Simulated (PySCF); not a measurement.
Worked example: entropy of an ideal gas

WO2F2, SMILES [O]=[W](=[O])([F])[F], multiplicity 1.

Geometry optimised at B3LYP-D3(BJ)/def2-SVP. The multiplicity is an assumed one; other spin states were not compared. The isomer is the one that the SMILES or the coordinates give; other isomers of the formula were not compared. The def2 effective core potentials stand for the cores of W; spin–orbit coupling is left out.

B3LYP-D3(BJ)/def2-SVP (PySCF 2.14.0) gives the harmonic wavenumbers 176, 217, 254, 257, 360, 711, 719, 1017, 1054 cm⁻¹ and the rotational temperatures 0.1854, 0.1579, 0.1462 K. The molar mass is 253.83 g/mol, the symmetry number 2, the spin multiplicity 1.

Question: Work out the entropy at 298.15 K and 1 atm in the rigid-rotor, harmonic-oscillator model.

Answer: 
Translation (Sackur–Tetrode at 1 atm): S = R[1.5 ln M + 2.5 ln T − 1.16487] = 177.8 J/(mol K).
Rotation: q = (√π/σ) T^1.5/√(θA θB θC) = 69700, S = R[ln q + 3/2] = 105.2 J/(mol K).
Vibration: with u = 1.4388 ν/T, each mode gives R[u/(e^u − 1) − ln(1 − e^−u)]:
```tsv
ν (cm⁻¹)	modes	u	S (J/(mol K))
176	1	0.85	9.92
217	1	1.05	8.30
254	1	1.23	7.12
257	1	1.24	7.04
360	1	1.74	4.69
711	1	3.43	1.23
719	1	3.47	1.19
1017	1	4.91	0.37
1054	1	5.09	0.31
```
These are all the modes. Sum 40.2 J/(mol K).
Spin: R ln 1 = 0.0 J/(mol K).
Total 323.2 J/(mol K); the program's own thermochemistry gives 323.2. Translation makes up 55 % and vibration 12 %. Anharmonicity, hindered rotation and orbital degeneracy are left out.
